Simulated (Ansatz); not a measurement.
The cluster Li₅Br₄. The state is a doublet with charge 0. Geometry PBE-D4/def2-SVP, basis def2-TZVP, Ansatz.

```xyz
9

Li   -0.7115   -1.7870   -0.4675
Li   -2.0490    0.8502   -1.0473
Li    0.8962    1.4859   -0.9604
Li    2.6090   -1.3183   -0.1639
Li   -1.3184    0.9264    1.7334
Br   -2.6817   -0.7780    0.7414
Br   -0.9684    2.7311    0.1945
Br    3.0976    0.9650   -0.2920
Br    1.1263   -3.0753    0.2618
```

```csv
run,HOMO (eV),LUMO (eV)
A,-5.99,-0.17
B,-3.48,-2.06
C,-4.05,-1.74
D,-3.38,-2.32
E,-3.34,-2.21
```

LC-ωPBE has ω = 0.4 bohr⁻¹. Another isomer (doublet) lies 0.34 eV lower at PBE0-D4/def2-TZVP; other spin states weren't run for this one.

HOMO and LUMO are taken over both spins.

Task: The runs used LC-ωPBE, PBE, PBE0, r2SCAN, revPBE. Estimate which is which.

Result: A LC-ωPBE (range-separated); B r2SCAN (0 % exact exchange); C PBE0 (25 % exact exchange); D PBE (0 % exact exchange); E revPBE (0 % exact exchange). Exact exchange lowers occupied and raises empty levels; among semilocal functionals meta-GGAs tend to open the gap a little, and such runs are hard to tell apart. The gap grows from 1.06 eV (PBE) to 5.82 eV (LC-ωPBE).
